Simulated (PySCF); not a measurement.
Species: [InF4]- (charge -1).
Cartesian coordinates in Å at the PBE0-D3(BJ)/def2-SVP level; atoms count from 1:
```
atom  x, y, z in Å
In1    0.0156   -0.0243   -0.0121
F2    -0.3127   -0.0634    1.9471
F3     1.9735   -0.0779   -0.3431
F4    -0.7469    1.6429   -0.7781
F5    -0.8546   -1.5878   -0.8759
```

Method: PBE0-D3(BJ)/def2-SVP geometry optimisation, gas phase, def2 core potentials past Kr (PySCF).

**Question.** Which atoms are bound to In1, and at what distances?

**Answer.** 4 atoms: F3 1.986 Å, F2 1.987 Å, F4 1.987 Å, F5 1.987 Å.

**Question.** List the angles at In1.

**Answer.** 
```json
{"angle": "F2–In1–F5", "degrees": "109.9", "distance of the outer atoms (Å)": "3.25"}
{"angle": "F3–In1–F5", "degrees": "109.8", "distance of the outer atoms (Å)": "3.25"}
{"angle": "F3–In1–F4", "degrees": "109.7", "distance of the outer atoms (Å)": "3.25"}
{"angle": "F2–In1–F4", "degrees": "109.5", "distance of the outer atoms (Å)": "3.24"}
{"angle": "F2–In1–F3", "degrees": "109.1", "distance of the outer atoms (Å)": "3.24"}
{"angle": "F4–In1–F5", "degrees": "108.9", "distance of the outer atoms (Å)": "3.23"}
```

**Question.** What is the shape at In1?

**Answer.** Tetrahedral: angles from 108.9° to 109.9°; τ4 = (360° − α − β)/141° = 1.00 with α and β the two widest (0 for a square, 1 for a tetrahedron).

Point group: Td (every atom within 0.08 Å of its image). Charge -1, singlet. Whether it is a minimum is left open (no frequencies).
